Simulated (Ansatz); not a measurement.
Ansatz (a first-principles code) input (B3LYP-D3(BJ)/def2-TZVP):

Ansatz 0.2 input:
```yaml
crystal:
  periodic: [false, false, false]
  atoms:
    - {symbol: Te, position_ang: [0.02798640, 0.00963093, 0.86948571]}
    - {symbol: Br, position_ang: [0.82451525, -1.70908550, -0.65426019]}
    - {symbol: Br, position_ang: [-0.86609505, 1.69477669, -0.63754715]}
basis:
  gaussian:
    orbitals: def2-TZVP
hamiltonian:
  xc: b3lyp
  dispersion: d3bj
total_charge: 1
magnetization: {spin_polarized: true, initial_magnetization: 1}
phonons: {temperatures: {t_min: 298.15, t_max: 298.15, t_step: 100}}
```

Output:

```
Functional definition: B3LYP
integrals: 0.11 GiB planned
1206 factors; integrals over basis functions are off by at most 1.7e-4 eV
mean field: 1.51 GiB planned
mean field evaluation 1: about -147380.3994 eV, gradient 1.9e1 eV
mean field evaluation 2: about -147373.2718 eV, gradient 4.1e1 eV
mean field evaluation 4: about -147382.6809 eV, gradient 2.1e0 eV
mean field evaluation 8: about -147382.7748 eV, gradient 1.9e-1 eV
mean field evaluation 16: about -147382.7749 eV, gradient 1.2e-4 eV
mean field -147382.77488016 eV, -5416.2170772129 hartree, gradient 1.9e-5 eV, S^2 0.752658; 0 other end points of the search recorded, 0 dependent functions left out
the calculation of the forces begins
reference -147382.77510115 eV, -5416.2170853341 hartree; 47, 46 occupied and 99, 100 virtual orbitals, 1206 factors
these checks for a lower state are left out or cut short: stability, starts, cluster_reference, orbital_swaps, neighbouring_geometries, increment
integrals: 0.11 GiB planned
1206 factors; integrals over basis functions are off by at most 1.7e-4 eV
mean field: 1.51 GiB planned
mean field -147382.77485805 eV, -5416.2170764007 hartree, gradient 2.5e-6 eV, S^2 0.752658; 0 other end points of the search recorded, 0 dependent functions left out
the calculation of the forces begins
reference -147382.77507907 eV, -5416.2170845227 hartree; 47, 46 occupied and 99, 100 virtual orbitals, 1206 factors
these checks for a lower state are left out or cut short: stability, starts, cluster_reference, orbital_swaps, neighbouring_geometries, increment
integrals: 0.11 GiB planned
1206 factors; integrals over basis functions are off by at most 1.7e-4 eV
mean field: 1.51 GiB planned
mean field evaluation 32: about -147382.7748 eV, gradient 2.3e-6 eV
mean field -147382.77484037 eV, -5416.2170757507 hartree, gradient 2.5e-6 eV, S^2 0.752657; 0 other end points of the search recorded, 0 dependent functions left out
the calculation of the forces begins
reference -147382.77506133 eV, -5416.2170838710 hartree; 47, 46 occupied and 99, 100 virtual orbitals, 1206 factors
these checks for a lower state are left out or cut short: stability, starts, cluster_reference, orbital_swaps, neighbouring_geometries, increment
integrals: 0.11 GiB planned
1206 factors; integrals over basis functions are off by at most 1.7e-4 eV
mean field: 1.51 GiB planned
mean field -147382.77494757 eV, -5416.2170796902 hartree, gradient 2.9e-6 eV, S^2 0.752658; 0 other end points of the search recorded, 0 dependent functions left out
the calculation of the forces begins
reference -147382.77516859 eV, -5416.2170878128 hartree; 47, 46 occupied and 99, 100 virtual orbitals, 1206 factors
these checks for a lower state are left out or cut short: stability, starts, cluster_reference, orbital_swaps, neighbouring_geometries, increment
integrals: 0.11 GiB planned
1206 factors; integrals over basis functions are off by at most 1.7e-4 eV
mean field: 1.51 GiB planned
mean field -147382.77475551 eV, -5416.2170726323 hartree, gradient 2.8e-6 eV, S^2 0.752657; 0 other end points of the search recorded, 0 dependent functions left out
the calculation of the forces begins
reference -147382.77497646 eV, -5416.2170807520 hartree; 47, 46 occupied and 99, 100 virtual orbitals, 1206 factors
these checks for a lower state are left out or cut short: stability, starts, cluster_reference, orbital_swaps, neighbouring_geometries, increment
integrals: 0.11 GiB planned
1206 factors; integrals over basis functions are off by at most 1.7e-4 eV
mean field: 1.51 GiB planned
mean field -147382.77486512 eV, -5416.2170766605 hartree, gradient 1.3e-6 eV, S^2 0.752657; 0 other end points of the search recorded, 0 dependent functions left out
the calculation of the forces begins
reference -147382.77508610 eV, -5416.2170847811 hartree; 47, 46 occupied and 99, 100 virtual orbitals, 1206 factors
these checks for a lower state are left out or cut short: stability, starts, cluster_reference, orbital_swaps, neighbouring_geometries, increment
integrals: 0.11 GiB planned
1206 factors; integrals over basis functions are off by at most 1.7e-4 eV
mean field: 1.51 GiB planned
mean field -147382.77487645 eV, -5416.2170770769 hartree, gradient 1.3e-6 eV, S^2 0.752658; 0 other end points of the search recorded, 0 dependent functions left out
the calculation of the forces begins
reference -147382.77509746 eV, -5416.2170851985 hartree; 47, 46 occupied and 99, 100 virtual orbitals, 1206 factors
Total energy: -147383.01197362 eV, -5416.2257902370 hartree
Atom 0 at     0.027986     0.009631     0.869486 Å, force    -0.000005    -0.000002    -0.000147 eV/Å
Atom 1 at     0.824515    -1.709086    -0.654260 Å, force    -0.000565     0.001143     0.000079 eV/Å
Atom 2 at    -0.866095     1.694777    -0.637547 Å, force     0.000570    -0.001142     0.000068 eV/Å
Dipole moment:     0.012094     0.004162     0.375723 e Å
Vibrations: 91.01 280.62 282.35 cm⁻¹, zero-point energy 0.040542 eV
```
